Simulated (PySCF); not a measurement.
**Two-component Hartree-Fock for Rb (rubidium, neutral)**

Start: [Kr] 5s1; 5s1/2 filled at m_j = +1/2. Calculated with PySCF 2.14 in x2c-SVPall-2c with one added diffuse shell each of s, d type (7s7p7d1f, 70 functions): generalised Hartree-Fock with the X2C-1e Hamiltonian and a Gaussian nucleus; one run each with spin-orbit coupling (SO) switched off, then screened by Boettger's factors. This is a chosen level, not necessarily the ground level.

```tsv
spinor shell	electrons	ε, spin-free (eV)	ε, screened SO (eV)	weight of nominal j (screened SO)	rms radius, screened SO (bohr)
1s1/2	2	-15285.1	-15284.7	1.000	0.0464
2s1/2	2	-2107.4	-2107.3	1.000	0.192
2p1/2	2	-1863.3	-1905.2	1.000	0.169
2p3/2	4	-1863.3	-1843.3	1.000	0.173
3s1/2	2	-341.92	-341.89	1.000	0.544
3p1/2	2	-260.91	-267.50	1.000	0.549
3p3/2	4	-260.91	-257.76	1.000	0.560
3d3/2	4	-126.73	-127.69	1.000	0.576
3d5/2	6	-126.73	-126.06	1.000	0.579
4s1/2	2	-42.783	-42.779	1.000	1.59
4p1/2	2	-22.258	-22.881	0.999	1.85
4p3/2	4	-22.258	-21.957	0.999	1.87
5s1/2	1	-3.809	-3.809	1.000	5.94
```

| quantity | spin-free | screened SO |
| --- | --- | --- |
| E (hartree) | -2978.74083 | -2978.93620 |
| M_J | 1/2 | 1/2 |
| ⟨J²⟩ | 0.750 | 0.750 |
| ⟨L²⟩ | 0.000 | 0.004 |
| ⟨S²⟩ | 0.750 | 0.754 |

Breit and QED terms are absent; they matter most for the inner s and p1/2 levels.

Densities and radii are taken from the X2C orbitals without a picture-change correction, which distorts them close to the nucleus.

Without spin-orbit coupling the j labels of p, d and f shells carry no meaning; the spin-free column gives the mean over the occupied spinors of each nl shell.
